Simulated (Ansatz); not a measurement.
Reactions of C5H14AlNO, SMILES `C[CH](C)[Al]([OH])[N](C)C`.

Computed with Ansatz on PBE0-D4/def2-TZVP structures; ΔE is electronic, products minus reactants. CCSD(T)/CBS is the MP2 limit (def2-TZVPP, def2-QZVPP) plus CCSD(T) − MP2 in def2-TZVPP, frozen cores. This one scheme is used for every species, atoms too. Functionals use def2-TZVPP. Open shells (•) are unrestricted, without spin–orbit coupling. Spin–orbit coupling would lower the free atoms: a little for Al, C, O. One conformer a species, not always the lowest.

| reaction | CCSD/CBS(def2) (kJ/mol) | PBE0-D4 (kJ/mol) | B2PLYP (kJ/mol) | ωB97X-V (kJ/mol) | CCSD(T)/CBS(def2) (kJ/mol) |
| --- | --- | --- | --- | --- | --- |
| `C[CH](C)[Al]([OH])[N](C)C` → `C[CH](C)[AlH][OH]` + `C=NC` | 196 | 206 | 183 | 200 | 197 |
| `C[CH](C)[Al]([OH])[N](C)C` + H₂ → `C[CH](C)[AlH][OH]` + dimethylamine | 62 | 61 | 60 | 61 | 68 |
| `C[CH](C)[Al]([OH])[N](C)C` → Al• + 5 C• + 14 H• + N• + O• | 8393 | 8517 | 8412 | 8510 | 8502 |
| `C[CH](C)[Al]([OH])[N](C)C` + H₂O → `C[N](C)[Al]([OH])[OH]` + propane | -161 | -150 | -168 | -159 | -155 |
| `C[CH](C)[Al]([OH])[N](C)C` + H₂O → `C[CH](C)[Al]([OH])[OH]` + dimethylamine | -56 | -53 | -63 | -58 | -52 |

Largest T1 diagnostic: 0.018, for Al•.
